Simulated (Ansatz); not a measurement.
Potential energy curve for CH (cation, charge +1), singlet.

- UMP2 = Ansatz (a program for electronic structure) with MP2 on UHF/aug-cc-pVQZ, frozen core
- UKS-BLYP = unrestricted BLYP/aug-cc-pVQZ run with Ansatz
- FCI = full CI/aug-cc-pVQZ, frozen core (Ansatz)

Energies relative to the lowest point of each curve near equilibrium, in eV:

| R / Å | UMP2 | UKS-BLYP |
|---|---|---|
| 0.85 | 1.889 | 2.025 |
| 0.93 | 0.778 | 0.894 |
| 0.96 | 0.515 | 0.619 |
| 1.06 | 0.053 | 0.105 |
| 1.09 | 0.007 | 0.041 |
| 1.14 | 0.000 | 0.000 |
| 1.26 | 0.224 | 0.132 |
| 1.35 | 0.525 | 0.359 |
| 2.08 | 3.308 | 2.553 |
| 2.31 | 3.503 | 2.889 |
| 2.52 | 3.625 | 3.043 |
| 2.81 | 3.737 | 3.159 |

Task: What does FCI give at the same points?

Result: 0.85: 1.967; 0.93: 0.837; 0.96: 0.566; 1.06: 0.077; 1.09: 0.023; 1.14: 0.000; 1.26: 0.183; 1.35: 0.451; 2.08: 2.903; 2.31: 3.376; 2.52: 3.680; 2.81: 3.943 (eV).

The scan ran from 0.85 to 4.54 Å; beyond the distances shown full CI changes its symmetry label. The unrestricted determinant behind UMP2 is spin-contaminated at 0.85 to 3.98 Å (<S²> up to 1.1, against 0.00 for a pure singlet). The unrestricted determinant behind UKS-BLYP is spin-contaminated at 0.85 to 3.98 Å (<S²> up to 1.0, against 0.00 for a pure singlet).
